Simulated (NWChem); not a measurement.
Program: NWChem. System: trans-dichloroethylene (C$_{2}$H$_{2}$Cl$_{2}$), charge 0, spin multiplicity 1, at a geometry optimised with B3LYP/def2-SVP. Level: G0W0@PBE0/def2-TZVP, RI basis def2-tzvp-rifit.

Job file:

```
start mol
memory heap 200 mb stack 700 mb global 1700 mb
geometry units angstroms nocenter noautoz
  Cl    -2.135063    -0.353957     0.000000
  C     -0.556591     0.367791     0.000000
  C      0.556591    -0.367791     0.000000
  Cl     2.135063     0.353957     0.000000
  H     -0.551022     1.459571     0.000000
  H      0.551022    -1.459571     0.000000
  symmetry group C2h
end
basis spherical
  * library def2-tzvp
end
basis "ri basis" bse spherical
  * library def2-tzvp-rifit
end
dft
  xc pbe0
  iterations 100
  direct
  tolerances tight
end
task dft energy
gw
  states alpha occ 4 vir 2
end
task dft gw
```

Output (cleaned and shortened):

```
             Northwest Computational Chemistry Package (NWChem) 7.3.0
             --------------------------------------------------------

                                NWChem Input Module
                                -------------------

 Scaling coordinates for geometry "geometry" by  1.889725989
 (inverse scale =  0.529177249)

 Turning off AUTOSYM since
 SYMMETRY directive was detected!

                             Geometry "geometry" -> ""
                             -------------------------

 Output coordinates in angstroms (scale by  1.889725989 to convert to a.u.)

  No.       Tag          Charge          X              Y              Z
 ---- ---------------- ---------- -------------- -------------- --------------
    1 Cl                  17.0000    -2.13506300    -0.35395700     0.00000000
    2 C                    6.0000    -0.55659100     0.36779100     0.00000000
    3 C                    6.0000     0.55659100    -0.36779100     0.00000000
    4 Cl                  17.0000     2.13506300     0.35395700     0.00000000
    5 H                    1.0000    -0.55102200     1.45957100     0.00000000
    6 H                    1.0000     0.55102200    -1.45957100     0.00000000

 Effective nuclear repulsion energy (a.u.)     174.5362518093

            Nuclear Dipole moment (a.u.)
            ----------------------------
        X                 Y               Z
 ---------------- ---------------- ----------------
     0.0000000000     0.0000000000     0.0000000000

      Symmetry information
      --------------------

 Group name             C2h
 Group number             21
 Group order               4
 No. of unique centers     3

      Symmetry unique atoms

     1    2    5


 Summary of "ao basis" -> "" (spherical)
 ------------------------------------------------------------------------------
       Tag                 Description            Shells   Functions and Types
 ---------------- ------------------------------  ------  ---------------------
 *                         def2-tzvp                  on all atoms

 new library libraries.bse/

 Summary of "ri basis" -> "" (spherical)
 ------------------------------------------------------------------------------
       Tag                 Description            Shells   Functions and Types
 ---------------- ------------------------------  ------  ---------------------
 *                      def2-tzvp-rifit               on all atoms

                                 NWChem DFT Module
                                 -----------------

 Summary of "ao basis" -> "ao basis" (spherical)
 ------------------------------------------------------------------------------
       Tag                 Description            Shells   Functions and Types
 ---------------- ------------------------------  ------  ---------------------
 Cl                        def2-tzvp                13       37   5s5p2d1f
 C                         def2-tzvp                11       31   5s3p2d1f
 H                         def2-tzvp                 4        6   3s1p

 Summary of "ao basis" -> "ao basis" (spherical)
 ------------------------------------------------------------------------------
       Tag                 Description            Shells   Functions and Types
 ---------------- ------------------------------  ------  ---------------------
 Cl                        def2-tzvp                13       37   5s5p2d1f
 C                         def2-tzvp                11       31   5s3p2d1f
[...]
    17      0.287359  1 Cl pz               116      0.287359  4 Cl pz
    45     -0.231097  2 C  pz                76     -0.231097  3 C  pz
    20      0.228814  1 Cl pz               119      0.228814  4 Cl pz
    48     -0.216966  2 C  pz                79     -0.216966  3 C  pz
    14      0.140233  1 Cl pz               113      0.140233  4 Cl pz

 Vector   25  Occ=0.000000D+00  E=-2.599463D-02  Symmetry=bg
              MO Center=  2.5D-14,  6.3D-15, -1.5D-16, r^2= 2.9D+00
   Bfn.  Coefficient  Atom+Function         Bfn.  Coefficient  Atom+Function
  ----- ------------  ---------------      ----- ------------  ---------------
    51      0.596531  2 C  pz                82     -0.596531  3 C  pz
    45      0.304419  2 C  pz                76     -0.304419  3 C  pz
    48      0.290126  2 C  pz                79     -0.290126  3 C  pz
    20     -0.242655  1 Cl pz               119      0.242655  4 Cl pz
    17     -0.099536  1 Cl pz               116      0.099536  4 Cl pz

 Vector   26  Occ=0.000000D+00  E= 5.823017D-03  Symmetry=bu
              MO Center=  1.4D-13,  1.7D-14, -1.4D-15, r^2= 5.4D+00
   Bfn.  Coefficient  Atom+Function         Bfn.  Coefficient  Atom+Function
  ----- ------------  ---------------      ----- ------------  ---------------
    41      0.557012  2 C  s                 72     -0.557012  3 C  s
    18     -0.515873  1 Cl px               117     -0.515873  4 Cl px
     5     -0.490866  1 Cl s                104      0.490866  4 Cl s
    42      0.325772  2 C  s                 73     -0.325772  3 C  s
    15     -0.257029  1 Cl px               114     -0.257029  4 Cl px

 Vector   27  Occ=0.000000D+00  E= 4.423567D-02  Symmetry=ag
              MO Center= -1.2D-13, -1.9D-14,  8.4D-17, r^2= 5.7D+00
   Bfn.  Coefficient  Atom+Function         Bfn.  Coefficient  Atom+Function
  ----- ------------  ---------------      ----- ------------  ---------------
   139      1.580710  5 H  s                145      1.580710  6 H  s
    42     -1.084801  2 C  s                 73     -1.084801  3 C  s
    50     -0.980450  2 C  py                81      0.980450  3 C  py
    41     -0.458188  2 C  s                 72     -0.458188  3 C  s
    19      0.269019  1 Cl py               118     -0.269019  4 Cl py

 center of mass
 --------------
 x =   0.00000000 y =   0.00000000 z =   0.00000000

 moments of inertia (a.u.)
 ------------------
          58.218004363689        -165.408968123254           0.000000000000
        -165.408968123254        1167.229631909787           0.000000000000
           0.000000000000           0.000000000000        1225.447636273476

     Multipole analysis of the density
     ---------------------------------

     L   x y z        total         alpha         beta         nuclear
     -   - - -        -----         -----         ----         -------
     0   0 0 0     -0.000000    -24.000000    -24.000000     48.000000

     1   1 0 0      0.000000      0.000000      0.000000      0.000000
     1   0 1 0     -0.000000     -0.000000     -0.000000      0.000000
     1   0 0 1     -0.000000     -0.000000     -0.000000      0.000000

     2   2 0 0    -29.055297   -298.987149   -298.987149    568.919002
     2   1 1 0     -0.646196    -38.943222    -38.943222     77.240248
     2   1 0 1     -0.000000     -0.000000     -0.000000      0.000000
     2   0 2 0    -25.404951    -30.814283    -30.814283     36.223614
     2   0 1 1     -0.000000     -0.000000     -0.000000      0.000000
     2   0 0 2    -28.552054    -14.276027    -14.276027      0.000000

 Task  times  cpu:        8.1s     wall:        8.1s

                                NWChem Input Module
                                -------------------

                                 NWChem GW Module
                                 ----------------

                             ***********************
                             ***        GW       ***
                             ***********************

 Summary of "ri basis" -> "ri basis" (spherical)
 ------------------------------------------------------------------------------
       Tag                 Description            Shells   Functions and Types
 ---------------- ------------------------------  ------  ---------------------
 Cl                     def2-tzvp-rifit             29      113   9s7p6d5f2g
 C                      def2-tzvp-rifit             22       76   8s6p4d3f1g
 H                      def2-tzvp-rifit              7       15   4s2p1d

                 Memory Information
                 ------------------
          Available GA per process is          1699.8 MBs
          Available stack per process is        700.0 MBs
          Available heap per process is           0.0 MBs

          Peak memory in Initialization
              Peak GA per process is                 13.4 MBs
              Peak stack per process is               0.2 MBs
              Peak heap per process is               14.0 MBs
              Memory not in MA per process            0.0 MBs

          Peak memory in AFF Calculation
              Peak GA per process is                 88.7 MBs
              Peak stack per process is              67.6 MBs
              Peak heap per process is                0.0 MBs
              Memory not in MA per process           67.6 MBs

          Computing 2-center integrals
          Computing Inverse Cholesky factor
          Computing 3-center integrals
          Computing V_xc ...

          Computing Sigma_x
          Computing RPA polarizability
          Solving quasiparticle equations

                  Alpha Orbitals
          State     Energy (eV)     Error (eV)
          -----------------------------------
@GW        21        -12.075           0.005
@GW        22        -11.543           0.005
@GW        23        -11.422           0.005
@GW        24         -9.460           0.005
@GW        25          1.442           0.005
@GW        26          2.459           0.002

   Applying  -2.0646 eV scissor-shift to rest of particle states

   Applying   2.1494 eV scissor-shift to rest of hole states

     GW Timing Statistics
   ------------------------
   Init.   :          0.1s
     ERIs  :          1.0s
     Distr.:          0.0s
     Vxc   :          1.0s
   Sigma_x :          0.0s
   RPA     :          2.9s
   Wmn     :          0.0s
   Sigma_c :          0.0s
   GW total:          5.1s

 Task  times  cpu:        5.1s     wall:        5.1s

 Total times  cpu:       13.2s     wall:       13.2s
```
